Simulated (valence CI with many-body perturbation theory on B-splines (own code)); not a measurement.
Er³⁶⁺: electric-dipole lines

Method: configuration interaction combined with many-body perturbation theory (CI+MBPT): four valence electrons over a frozen Dirac-Fock core [Ar] 3d10, a basis of 11 s, 11 p, 9 d, 7 f, 5 g, 2 h, 1 i functions for each j, with the one-electron correlation potential Σ1 (screened to all orders), the two-electron term Σ2, the three-electron term Σ3, Breit, model QED; selected single and double excitations, second order for the rest (own B-spline code, finite nucleus).

No measured spectrum was set against this ion. As an estimate, large intervals hold to a few tenths of a per cent, small ones and those within an open d or f shell to about a per cent.

Lines 101 to 150 of 241 in falling wavelength, among levels below 379.84 eV, chosen from the strongest by gf and those to the six lowest levels. Wavelengths and rates use the calculated energies. Electric multipoles are in the length gauge, E1 and E2 with the static RPA response of the core. Weak lines are less certain than strong ones. Lines between different terms over intervals too small for the method are left out, as are lines whose strength nearly cancels. Where a level lies close to another of its J and parity, the split of strength between their lines is uncertain. The highest levels of a list are the least certain.

Levels are named by their leading jj configuration (3d3/2^4 stands for four electrons in 3d with j = 3/2), which in mixed levels can hold well under half, so a name can repeat and another be missing. Letters in brackets count levels of one name in rising energy.

| λ vac (Å) | Upper | Lower | A (s⁻¹) | log gf | Branch % |
| --- | --- | --- | --- | --- | --- |
| 82.89 | (4s 4p1/2 4p3/2 4d5/2) J=0 | (4s 4p1/2 4p3/2^2) J=1 [b] | 1.23e+11 | -0.90 | 20.6 |
| 82.72 | (4s 4p1/2 4p3/2 4d5/2) J=3 [a] | (4s 4p1/2 4p3/2^2) J=3 | 7.38e+10 | -0.28 | 28.3 |
| 82.45 | (4s 4p1/2 4p3/2 4d3/2) J=2 [c] | (4s 4p1/2 4p3/2^2) J=2 [a] | 3.22e+10 | -0.79 | 4.6 |
| 82.18 | (4s 4p1/2^2 4p3/2) J=1 | (4s^2 4p1/2^2) J=0 | 1.64e+11 | -0.30 | 85.4 |
| 82.13 | (4p1/2^2 4p3/2^2) J=0 | (4s 4p1/2^2 4p3/2) J=1 | 2.27e+11 | -0.64 | 77.2 |
| 82.11 | (4s^2 4p1/2 4d5/2) J=2 | (4s^2 4p1/2 4p3/2) J=2 | 4.75e+10 | -0.62 | 17.2 |
| 82.09 | (4p1/2^2 4p3/2^2) J=2 | (4s 4p1/2^2 4p3/2) J=2 | 1.12e+11 | -0.25 | 68.6 |
| 82.05 | (4s 4p1/2^2 4d5/2) J=3 | (4s 4p1/2^2 4p3/2) J=2 | 1.38e+11 | -0.01 | 89.1 |
| 81.97 | (4s 4p1/2 4p3/2 4d5/2) J=2 [b] | (4s 4p1/2 4p3/2^2) J=3 | 1.62e+11 | -0.09 | 50.5 |
| 81.80 | (4s 4p1/2 4p3/2 4d5/2) J=2 [a] | (4s 4p1/2 4p3/2^2) J=2 [a] | 8.99e+10 | -0.35 | 30.2 |
| 81.74 | (4s 4p1/2 4p3/2^2) J=1 [a] | (4s^2 4p1/2 4p3/2) J=2 | 6.55e+10 | -0.71 | 21.3 |
| 81.35 | (4s 4p1/2 4p3/2 4d5/2) J=1 [a] | (4s 4p1/2 4p3/2^2) J=2 [a] | 1.14e+11 | -0.47 | 26.5 |
| 81.22 | (4s 4p1/2 4p3/2 4d5/2) J=2 [c] | (4s 4p1/2 4p3/2^2) J=1 [a] | 5.20e+10 | -0.59 | 6.8 |
| 81.16 | (4s^2 4p1/2 4d5/2) J=3 | (4s^2 4p1/2 4p3/2) J=2 | 2.20e+11 | 0.18 | 98.6 |
| 81.10 | (4s 4p1/2 4p3/2 4d3/2) J=0 [b] | (4s^2 4p1/2 4d3/2) J=1 | 2.31e+11 | -0.64 | 27.3 |
| 81.04 | (4s 4p1/2 4p3/2 4d5/2) J=1 [c] | (4s 4p1/2 4p3/2^2) J=1 [a] | 2.42e+11 | -0.15 | 50.2 |
| 81.03 | (4s 4p1/2^2 4d5/2) J=2 | (4s 4p1/2^2 4p3/2) J=1 | 2.88e+11 | 0.15 | 79.3 |
| 81.02 | (4p1/2 4p3/2^3) J=2 | (4s 4p1/2 4p3/2^2) J=1 [b] | 1.69e+10 | -1.08 | 2.3 |
| 81.02 | (4s 4p1/2 4p3/2 4d5/2) J=2 [d] | (4s^2 4p1/2 4d5/2) J=3 | 2.63e+11 | 0.11 | 48.8 |
| 81.00 | (4p1/2 4p3/2^3) J=2 | (4s 4p1/2 4p3/2^2) J=2 [b] | 1.24e+11 | -0.21 | 16.7 |
| 80.86 | (4s 4p1/2 4p3/2 4d5/2) J=2 [c] | (4s^2 4p1/2 4d5/2) J=2 | 3.56e+10 | -0.76 | 4.6 |
| 80.68 | (4s 4p1/2 4p3/2 4d5/2) J=1 [c] | (4s^2 4p1/2 4d5/2) J=2 | 1.15e+11 | -0.47 | 23.8 |
| 80.59 | (4s 4p1/2 4p3/2 4d5/2) J=1 [b] | (4s 4p1/2 4p3/2^2) J=0 | 2.05e+11 | -0.22 | 65.0 |
| 80.46 | (4s 4p1/2 4p3/2 4d5/2) J=2 [d] | (4s 4p1/2 4p3/2^2) J=1 [a] | 8.86e+10 | -0.37 | 16.4 |
| 80.40 | (4s 4p1/2 4p3/2 4d5/2) J=0 | (4s 4p1/2 4p3/2^2) J=1 [a] | 2.76e+11 | -0.57 | 46.2 |
| 80.28 | (4s 4p1/2 4p3/2 4d5/2) J=3 [d] | (4s^2 4p1/2 4d5/2) J=3 | 4.05e+10 | -0.56 | 8.1 |
| 80.25 | (4s 4p1/2 4p3/2 4d5/2) J=3 [b] | (4s 4p1/2 4p3/2^2) J=3 | 1.12e+11 | -0.12 | 35.0 |
| 80.20 | (4s 4p1/2 4p3/2 4d5/2) J=4 [b] | (4s 4p1/2 4p3/2^2) J=3 | 1.73e+11 | 0.18 | 86.6 |
| 80.12 | (4s^2 4p1/2 4d5/2) J=2 | (4s^2 4p1/2 4p3/2) J=1 | 2.25e+11 | 0.03 | 81.4 |
| 80.10 | (4s 4p1/2 4p3/2 4d5/2) J=2 [d] | (4s^2 4p1/2 4d5/2) J=2 | 2.01e+10 | -1.01 | 3.7 |
| 79.95 | (4s 4p1/2 4p3/2 4d3/2) J=1 [c] | (4s^2 4p1/2 4d3/2) J=2 | 3.22e+11 | -0.03 | 76.9 |
| 79.76 | (4s 4p1/2 4p3/2^2) J=1 [a] | (4s^2 4p1/2 4p3/2) J=1 | 1.22e+11 | -0.46 | 39.8 |
| 79.57 | (4s^2 4p1/2 4f7/2) J=4 | (4s^2 4p1/2 4d5/2) J=3 | 3.73e+11 | 0.50 | 98.1 |
| 79.48 | (4p1/2 4p3/2^3) J=1 | (4s 4p1/2 4p3/2^2) J=1 [b] | 4.79e+11 | 0.13 | 48.1 |
| 79.45 | (4p1/2 4p3/2^3) J=1 | (4s 4p1/2 4p3/2^2) J=2 [b] | 5.17e+10 | -0.83 | 5.2 |
| 79.38 | (4s 4p1/2 4p3/2 4d5/2) J=3 [d] | (4s^2 4p1/2 4d5/2) J=2 | 3.44e+11 | 0.36 | 68.8 |
| 79.34 | (4s 4p1/2 4p3/2^2) J=2 [b] | (4s^2 4p1/2 4p3/2) J=2 | 3.63e+11 | 0.23 | 71.6 |
| 79.31 | (4s 4p1/2 4p3/2^2) J=1 [b] | (4s^2 4p1/2 4p3/2) J=2 | 2.80e+11 | -0.10 | 45.1 |
| 79.25 | (4s^2 4p1/2 4f7/2) J=3 | (4s 4p1/2 4p3/2^2) J=2 [b] | 4.06e+11 | 0.43 | 53.3 |
| 79.18 | (4p1/2 4p3/2^3) J=2 | (4s^2 4p1/2 4d5/2) J=3 | 3.39e+10 | -0.80 | 4.6 |
| 78.91 | (4s 4p1/2 4p3/2 4d5/2) J=3 [a] | (4s 4p1/2 4p3/2^2) J=2 [a] | 8.42e+10 | -0.26 | 32.3 |
| 78.81 | (4s^2 4p3/2 4d5/2) J=1 [a] | (4s^2 4p3/2^2) J=2 | 4.06e+11 | 0.05 | 91.8 |
| 78.78 | (4s 4p1/2 4p3/2 4d5/2) J=2 [e] | (4s 4p1/2 4p3/2^2) J=1 [b] | 3.03e+11 | 0.15 | 36.2 |
| 78.75 | (4s 4p1/2 4p3/2 4d5/2) J=2 [e] | (4s 4p1/2 4p3/2^2) J=2 [b] | 3.46e+11 | 0.21 | 41.3 |
| 78.64 | (4p1/2 4p3/2^3) J=2 | (4s 4p1/2 4p3/2^2) J=1 [a] | 1.59e+11 | -0.13 | 21.5 |
| 78.62 | (4s 4p1/2 4p3/2 4d5/2) J=3 [c] | (4s 4p1/2 4p3/2^2) J=3 | 3.47e+10 | -0.65 | 10.4 |
| 78.45 | (4s 4p1/2 4p3/2 4d5/2) J=4 [c] | (4s 4p1/2 4p3/2^2) J=3 | 3.89e+10 | -0.49 | 49.0 |
| 78.30 | (4p1/2 4p3/2^3) J=2 | (4s^2 4p1/2 4d5/2) J=2 | 2.03e+11 | -0.03 | 27.4 |
| 78.25 | (4s 4p1/2 4p3/2 4d5/2) J=3 [a] | (4s^2 4p1/2 4d3/2) J=2 | 1.07e+10 | -1.16 | 4.1 |
| 78.24 | (4s 4p1/2 4p3/2 4d5/2) J=2 [b] | (4s 4p1/2 4p3/2^2) J=2 [a] | 9.78e+10 | -0.35 | 30.5 |

**Question.** How does gf follow from A for the line at 78.91 Å?

**Answer.** gf = 1.4992 × (2J+1)_upper × A / σ², with σ = 1267207 cm⁻¹ and 2J+1 = 7: gf = 0.551.
